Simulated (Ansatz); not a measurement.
Input and output for C$_{4}$N$_{4}$O$_{4}$Sn (`O=C=[N][Sn]([N]=C=O)([N]=C=O)[N]=C=O`).

```yaml
crystal:
  periodic: [false, false, false]
  atoms:
    - {symbol: O, position_ang: [-1.841352, -0.876553, 3.361765]}
    - {symbol: C, position_ang: [-1.580301, -0.543661, 2.281751]}
    - {symbol: N, position_ang: [-1.392667, -0.193855, 1.140186]}
    - {symbol: Sn, position_ang: [0.222458, 0.152539, 0.041473]}
    - {symbol: N, position_ang: [0.814087, 2.023167, 0.255832]}
    - {symbol: C, position_ang: [0.418606, 3.095045, -0.135642]}
    - {symbol: O, position_ang: [0.103261, 4.160063, -0.470329]}
    - {symbol: N, position_ang: [1.737487, -0.964094, 0.644280]}
    - {symbol: C, position_ang: [2.242922, -1.990643, 0.256945]}
    - {symbol: O, position_ang: [2.781848, -2.970270, -0.051916]}
    - {symbol: N, position_ang: [-0.213719, -0.210594, -1.857496]}
    - {symbol: C, position_ang: [-1.189124, -0.651042, -2.419944]}
    - {symbol: O, position_ang: [-2.083006, -1.064803, -3.032008]}
basis:
  gaussian: {orbitals: def2-SVP}
total_charge: -1
magnetization: {spin_polarized: true, initial_magnetization: 1}
hamiltonian: {xc: {name: HF}}
correlation: {active_space: {window: {electrons: 40, orbitals: 30}}}
accuracy: high
```

```sh
$ ansatz run in.yaml --threads 4 --pin off --events-out ev --progress --plain --max-ram 46080MiB --backend cpu
```

It prints (some lines left out):

```
Error: invalid value for `correlation.active_space`: it starts from restricted Hartree–Fock orbitals; set hamiltonian.xc: hf without magnetization.spin_polarized
```
